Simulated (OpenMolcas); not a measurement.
# What dynamic correlation does to the levels of Cu4+

- Program: OpenMolcas
- Basis: ANO-R2 [6s4p4d2f1g]
- Scalar Hamiltonian: X2C, finite nucleus
- Active space: 7 electrons in 10 orbitals (3d 4d)
- State averaging: 2S+1 = 4 even, 10 roots; 2S+1 = 2 even, 40 roots
- Spin-orbit coupling: state interaction with AMFI integrals over the reference wave functions, term energies averaged over their components

Methods on the same reference wave functions:
A. CASSCF
B. SS-CASPT2, IPEA 0.25 Eh, imaginary shift 0.1 Eh (closed shells correlated: 3s 3p)
C. MS-CASPT2, IPEA 0.25 Eh, imaginary shift 0.1 Eh (closed shells correlated: 3s 3p)

Energies in cm⁻¹ above 3d⁷ ⁴F_9/2, the measured ground level; measured values from Sugar and Musgrove, J. Phys. Chem. Ref. Data 19, 527 (1990).

```csv
Level,A,B,C,Measured
3d⁷ ⁴F_9/2,0.0,0.0,0.0,0.0
3d⁷ ⁴F_7/2,1523,1528,1528,1616
3d⁷ ⁴F_5/2,2620,2620,2620,2759
3d⁷ ⁴F_3/2,3363,3350,3350,3528
3d⁷ ⁴P_5/2,24097,20840,20840,20827
3d⁷ ⁴P_3/2,24512,21070,21070,21066
3d⁷ ²G_9/2,24764,22850,22850,22575
3d⁷ ⁴P_1/2,25273,21950,21950,21935
3d⁷ ²G_7/2,26256,24320,24320,24100
3d⁷ ²P_3/2,32496,27060,27060,27016
3d⁷ ²H_11/2,32693,31070,31070,30402
3d⁷ ²H_9/2,34033,32400,32400,31823
3d⁷ ²P_1/2,34171,28370,28370,28367
3d⁷ ²D_5/2(1),35458,31460,31450,30966
3d⁷ ²D_3/2(1),37927,33690,33700,33292
3d⁷ ²F_5/2,56019,49950,49950,49490
3d⁷ ²F_7/2,56705,50650,50650,50072
3d⁷ ²D_3/2(2),87023,78240,78220,76838
3d⁷ ²D_5/2(2),87886,79110,79120,77668
```

Deviations, from unrounded energies. A percentage is the sum of absolute deviations over the sum of measured energies, with the sign that they share, or ± where signs differ.

| Against measurement | Levels | A | B | C |
| --- | --- | --- | --- | --- |
| mean absolute deviation (cm-1) | 18 | 4100 | 390 | 390 |
| fine structure of the ground term (%) | 3 | -5.0 | -5.1 | -5.1 |
| other terms of the ground configuration (%) | 15 | +13.3 | +1.2 | +1.2 |

B, C lie about equally close to measurement and A furthest from it. The largest miss of B in the table is 3d⁷ ²D_5/2(2), by +1400 cm-1. The ranking rests on the paired levels alone, and a cruder setting can come out closer through cancelling errors.

Between B and C the level of the table that moves most is 3d⁷ ²D_3/2(2), by 13 cm-1 (lowest in C, highest in B). Moves below CASPT2's spread within the term are not significant.

The two smallest mean deviations differ by little beside CASPT2's spread within terms, so their order carries little weight.

From A to B the spin-free energies of the other terms of 3d⁷ shown, above ⁴F, scale by factors of 0.81 to 0.95, as is usual when dynamic correlation screens the repulsion within a d or f shell.

The lowest spin-free term lies below A's lowest term by 0.428 hartree in B, 0.428 hartree in C.

Term energies are means over components that CASPT2 splits; among the terms shown or strongly mixed into the levels shown the widest spread is 800 cm-1 (3d⁷ ⁴F, C). Active for correlation alone: 4d; no level in the range computed is led by a configuration that fills it, so any true level of that kind is missing. Without dynamic correlation excited terms often stand tens of per cent too high (terms of higher spin than the ground term too low), and those without a measured partner can miss by more than the paired ones (holds for A). Some levels mix across a computed gap that differs much from the measured one, so their mixing is not that of the real levels (holds for A). The CASPT2 spread within a term exceeds the gap to the next term for 3d⁷ ²H and 3d⁷ ²D(1), so the order of their levels is uncertain (holds for C). Measured partners are found by configuration, term and J. A level has none where our copy of the source lacks it or the pairing is in doubt (some pairs that miss far off the trend of their configuration count as doubtful), and it then counts in no deviation. Levels of configurations outside the active space are missing.

A number in round brackets counts repeated terms of one configuration in the order of the reference energies.
